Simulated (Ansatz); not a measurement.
[WO3F]- (WO₃F⁻). Charge -1, multiplicity 1. Geometry r2SCAN-D4/def2-SVPD, basis def2-TZVPD, Ansatz.

Cartesian coordinates in Å:
```
W 0.008 -0.015 -0.021
O -0.011 0.929 -1.502
O 1.643 -0.587 0.276
O -1.060 -1.398 -0.206
F -0.581 1.072 1.453
```

```
run  HOMO (eV)  LUMO (eV)
  A      -2.16       3.11
  B      -1.69       3.03
  C      -4.86       3.93
  D      -2.09       3.43
  E      -3.10       3.34
  F      -7.30       4.78
```

In the def2 sets W takes a core potential; there is no spin–orbit coupling. B3LYP takes the VWN-RPA correlation.

Question: The runs used B3LYP, B97M-V, BHLYP, BLYP, HF, r2SCAN. Estimate which is which.

Answer: A B97M-V (0 % exact exchange); B BLYP (0 % exact exchange); C BHLYP (50 % exact exchange); D r2SCAN (0 % exact exchange); E B3LYP (20 % exact exchange); F HF (100 % exact exchange). Exact exchange lowers occupied and raises empty levels; among semilocal functionals meta-GGAs tend to open the gap a little, and such runs are hard to tell apart. The gap grows from 4.72 eV (BLYP) to 12.08 eV (HF).
